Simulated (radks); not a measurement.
Q: The mean radii <r> (bohr) of the occupied orbitals of an atom or ion are listed with their occupations. All-electron calculation, scalar-relativistic Kohn-Sham, exchange-only PBE, spin-polarised, spherical densities, point nucleus. Program: a radial shooting solver on a logarithmic mesh with Libxc functionals.

orbital  occ.      <r>
1s up       1  0.02971
1s down     1  0.02971
2s down     1   0.1285
2s up       1   0.1285
2p up       3   0.1122
2p down     3   0.1122
3s up       1   0.3487
3s down     1   0.3487
3p up       3   0.3472
3p down     3   0.3472
3d up       5   0.3244
3d down     5   0.3244
4s up       1   0.8479
4s down     1   0.8479
4p up       3   0.9221
4p down     3   0.9218
4d up       5    1.189
4d down     5    1.183
5s up       1    2.650
5s down     1    2.622
5p up       1    3.917

Name the element and its charge. Open shells, if any, are filled with parallel spins first.

A: Z = 49, indium, charge 0: In in [Kr] 4d10 5s2 5p1. The 1s radius gives Z: for a bare nucleus <r> = (2 gamma + 1)/(2Z) with gamma = sqrt(1 - (Z/c)^2), 0.02926 bohr for Z = 49, and screening makes it slightly larger (0.02971 here). The occupations add up to 49, and the charge is Z minus that.
